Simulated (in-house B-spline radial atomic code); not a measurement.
The numbers below are computed, except where a source is named.
# Building a PAW s channel for Cr, r_c = 2.92 bohr

Cr, [Ar] 3d5 4s1, non-relativistic PBE, spherical and spin-unpolarised, from an all-electron radial atomic-structure program (B-spline basis) (atomic units; all potentials screened as in the neutral atom).

Two all-electron partial waves φ1, φ2 are integrated outwards at E1 = ε(4s) = -0.143799 and E2 = E1 + 0.5 hartree; φ1 is the bound orbital and φ2 has unit norm inside r_c = 2.9201 bohr. Smooth partners are polynomials, r^1(a0 + a1 r² + a2 r⁴ + a3 r⁶), matched to φ and three derivatives at r_c, with no condition on the norm. The local potential is -2.02911 + (0.546153) r² + (-0.0632505) r⁴ + (0.00268524) r⁶ inside 2.4801 bohr and the all-electron one outside.

```csv
wave,φ(r_c),φ'(r_c),a0,a1,a2,a3
1,0.5769499,-0.02859151,0.2753263,0.0005519705,-0.00178199,7.598955e-05
2,0.3581235,-1.048135,0.8833687,-0.09950126,6.59704e-07,0.0001413774
```

Inside r_c the overlaps are <φi φj> = [[0.39104, 0.59448], [0.59448, 1.00000]] and, for the smooth waves, [[0.47606, 0.83634], [0.83634, 1.67712]]. With χj = (Ej − T − V_local) applied to smooth wave j, the program's quadrature gives the matrix B_ij = <smooth i, χj> as [[0.19446, 0.59196], [0.47103, 1.45030]].

(1) Check the match of the first wave, and find the augmentation charges q_ij.

(2) B isn't symmetric. Show that D_ij = B_ij + Ej q_ij is.

Solving (T + V_local + Σ p D p) ψ = E (1 + Σ p q p) ψ in a sphere of 9 bohr, whose wall lifts the free-atom level a little, gives these levels:

```
all-electron  one projector  two projectors
   -0.142264      -0.142264       -0.142264
    0.113536       0.110921        0.113534
    0.473384       0.432604        0.473380
    0.988572       0.719931        0.988072
    1.650910       1.133810        1.643930
```

(3) What does the second projector gain?

## Answers

(1) At r_c the four terms are 0.80398, 0.01374, -0.37835, 0.13757, which sum to 0.5769, φ1(r_c) to rounding. q_ij is the all-electron overlap less the smooth one: [[-0.08502, -0.24186], [-0.24186, -0.67712]]. The smooth first wave has a norm of 0.4761 inside r_c against 0.3910, so q11 is negative and must stay small enough for the overlap operator to be positive.

(2) Integrating by parts gives B12 − B21 = (E1 − E2) q12: 0.59196 − (0.47103) = 0.12093, and −0.5 × (-0.24186) = 0.12093. So D12 = 0.59196 + (0.356201)(-0.24186) = 0.50581 and D21 = 0.47103 + (-0.143799)(-0.24186) = 0.50581; D11 = 0.20668, D22 = 1.20911. The projectors, p = (B⁻¹)ᵀ χ, are dual to the smooth waves; det B = 0.0032.

(3) With one projector the errors are 0.00, -2.61, -40.78 millihartree, and the level at 0.7199 is out of step with the all-electron series: an extra state, or one far too low, so the pairing ends there; skipping it, the next levels are off by +145.2 millihartree. With two the errors are 0.00, 0.00, 0.00, -0.50, -6.98 millihartree. The scattering is exact at E1 and at E2 = 0.356, and over all levels compared the largest error is 7 millihartree. The lowest eigenvalue of the overlap operator is 0.6143 with one and 0.02307 with two projectors, close enough to zero to make that set ill-conditioned. The smooth orbital alone needs a cutoff of 1.48 hartree for 1 millihartree of kinetic energy, against 2.98 for a norm-conserving Troullier-Martins orbital of the same radius; part of the gain comes from giving up the norm, part from the simpler form.
